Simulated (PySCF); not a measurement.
C7H11FSi.
Bonds: C1–C2, C2–C3, C2–C4, C4–C5 (double), C5–Si6, Si6–C7, C7–F8, C7–C9 (double), C4–C9. Hydrogens: H10, H11, H12 on C1; H13 on C2; H14, H15, H16 on C3; H17 on C5; H18, H19 on Si6; H20 on C9.

The same species was optimised twice, with GFN2-xTB and with PBE0-D3(BJ)/def2-SVP (PySCF), and the same property calculations (PySCF, gas phase) were run on both structures.

| coordinate | GFN2-xTB | PBE0-D3(BJ)/def2-SVP | change |
| --- | --- | --- | --- |
| C4–C9 (Å) | 1.462 | 1.486 | +0.024 |
| C7–F8 (Å) | 1.351 | 1.330 | -0.021 |
| C5–Si6 (Å) | 1.878 | 1.861 | -0.017 |
| C4=C5 (Å) | 1.345 | 1.356 | +0.011 |
| C7=C9 (Å) | 1.335 | 1.344 | +0.009 |
| Si6–C7 (Å) | 1.900 | 1.894 | -0.006 |
| C2–C4 (Å) | 1.503 | 1.509 | +0.006 |
| C2–C3 (Å) | 1.531 | 1.529 | -0.002 |
| C1–C2 (Å) | 1.531 | 1.529 | -0.002 |
| C5–Si6–C7 (°) | 87.0 | 90.7 | +3.7 |
| C4–C5–Si6 (°) | 111.2 | 108.5 | -2.7 |
| Si6–C7–C9 (°) | 111.5 | 108.8 | -2.7 |
| F8–C7–C9 (°) | 122.0 | 123.5 | +1.5 |
| Si6–C7–F8 (°) | 126.5 | 127.7 | +1.2 |
| C5–C4–C9 (°) | 115.7 | 116.8 | +1.1 |
| C2–C4–C9 (°) | 120.0 | 119.0 | -1.0 |
| C1–C2–C4 (°) | 110.6 | 111.4 | +0.8 |
| C1–C2–C4–C5 (°) | -118 | -118 | 0 |

Rotational constants: A = 2294, B = 860.0, C = 728.4 MHz (GFN2-xTB) against A = 2277, B = 857.6, C = 726.0 MHz (PBE0-D3(BJ)/def2-SVP). Point groups within 0.08 Å: Cs and Cs.

On the GFN2-xTB structure: HOMO (eV) -6.42 [PBE0/pcSseg-1]; LUMO (eV) -1.37 [PBE0/pcSseg-1]; dipole (D) 1.80 [PBE0/pcSseg-1]; GIAO shielding of C1/C3 (mean) (ppm) 163.6 [PBE0/pcSseg-1]; GIAO shielding of C2 (ppm) 144.3 [PBE0/pcSseg-1]; GIAO shielding of C4 (ppm) 10.2 [PBE0/pcSseg-1]; GIAO shielding of C5 (ppm) 76.7 [PBE0/pcSseg-1]; GIAO shielding of Si6 (ppm) 409.4 [PBE0/pcSseg-1]; GIAO shielding of C7 (ppm) -2.4 [PBE0/pcSseg-1]; GIAO shielding of F8 (ppm) 286.0 [PBE0/pcSseg-1]; GIAO shielding of C9 (ppm) 58.0 [PBE0/pcSseg-1].

Q: What do these properties become on the PBE0-D3(BJ)/def2-SVP structure?

A: 
```json
{"property": "HOMO (eV)", "level": "PBE0/pcSseg-1", "on GFN2-xTB": "-6.42", "on PBE0-D3(BJ)/def2-SVP": "-6.53", "change": "-0.11"}
{"property": "LUMO (eV)", "level": "PBE0/pcSseg-1", "on GFN2-xTB": "-1.37", "on PBE0-D3(BJ)/def2-SVP": "-1.43", "change": "-0.06"}
{"property": "dipole (D)", "level": "PBE0/pcSseg-1", "on GFN2-xTB": "1.80", "on PBE0-D3(BJ)/def2-SVP": "1.82", "change": "+0.02"}
{"property": "energy, GFN2-xTB geometry as zero (kcal/mol)", "level": "PBE0/pcSseg-1", "on GFN2-xTB": "0.0", "on PBE0-D3(BJ)/def2-SVP": "-1.7", "change": "-1.7"}
{"property": "GIAO shielding of C1/C3 (mean) (ppm)", "level": "PBE0/pcSseg-1", "on GFN2-xTB": "163.6", "on PBE0-D3(BJ)/def2-SVP": "161.6", "change": "-2.0"}
{"property": "GIAO shielding of C2 (ppm)", "level": "PBE0/pcSseg-1", "on GFN2-xTB": "144.3", "on PBE0-D3(BJ)/def2-SVP": "142.6", "change": "-1.7"}
{"property": "GIAO shielding of C4 (ppm)", "level": "PBE0/pcSseg-1", "on GFN2-xTB": "10.2", "on PBE0-D3(BJ)/def2-SVP": "6.3", "change": "-3.9"}
{"property": "GIAO shielding of C5 (ppm)", "level": "PBE0/pcSseg-1", "on GFN2-xTB": "76.7", "on PBE0-D3(BJ)/def2-SVP": "74.9", "change": "-1.8"}
{"property": "GIAO shielding of Si6 (ppm)", "level": "PBE0/pcSseg-1", "on GFN2-xTB": "409.4", "on PBE0-D3(BJ)/def2-SVP": "407.4", "change": "-2.0"}
{"property": "GIAO shielding of C7 (ppm)", "level": "PBE0/pcSseg-1", "on GFN2-xTB": "-2.4", "on PBE0-D3(BJ)/def2-SVP": "-1.2", "change": "+1.2"}
{"property": "GIAO shielding of F8 (ppm)", "level": "PBE0/pcSseg-1", "on GFN2-xTB": "286.0", "on PBE0-D3(BJ)/def2-SVP": "290.4", "change": "+4.4"}
{"property": "GIAO shielding of C9 (ppm)", "level": "PBE0/pcSseg-1", "on GFN2-xTB": "58.0", "on PBE0-D3(BJ)/def2-SVP": "55.5", "change": "-2.5"}
```

The heavy atoms differ by 0.028 Å rms after alignment. Among bonds between heavy atoms C4–C9 changes most (+0.024 Å). Changes are differences of the printed values. Neither structure is proved a minimum here.

Conformer computed: `[CH3:1][CH:2]([CH3:3])[C:4]1=[CH:5][SiH2:6][C:7]([F:8])=[CH:9]1`: C1–C2–C4–C5 -118°.
